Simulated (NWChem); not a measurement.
PbHOI, singlet; SMILES [Pb]([I])[OH]

```xyz
4

Pb     0.2117     1.0082     0.0000
I     -0.0080    -1.8132     0.0000
O     -1.8597     1.3869     0.0000
H     -2.0612     2.3319     0.0000
```
Atoms are numbered in this order, from 1.

Results from NWChem. Medium grid unless said otherwise, to which SCAN and Minnesota functionals are sensitive. Low-valent species are run as closed-shell singlets; no triplet was tried in these runs. All runs use the structure optimised with PBE0/def2-SVP. def2 effective core potentials on I, Pb; no spin-orbit coupling. Hybrids' shares of exact exchange are those that their runs print; pure functionals count as 0. The functionals differ in more than this share.

```
row              share of exact exchange  orbital gap (eV)
---------------  -----------------------  ----------------
PBE/def2-SVP                        0.00              2.66
PW91/def2-SVP                       0.00              2.64
TPSSh/def2-SVP                      0.10              3.46
B3LYP/def2-SVP                      0.20              3.87
B3PW91/def2-SVP                     0.20              4.00
M06/def2-SVP                        0.27          withheld
```

Question: Fit a straight line of the last column on the one before it, predict the withheld value, and compare with the run.

Answer: 
1. Means of the 5 shown rows: x = 0.100, y = 3.326. Slope Σ(x − x̄)(y − ȳ)/Σ(x − x̄)² = 0.2570/0.04000 = 6.425; intercept 2.684.
2. The shown rows scatter about the line by 0.079 (root mean square); the largest residual is +0.13, at TPSSh/def2-SVP.
3. At x = 0.27 (M06/def2-SVP; beyond the shown range) the line gives 4.42.
4. The run gives 4.16, -0.26 from the line, 3.3 times the scatter.
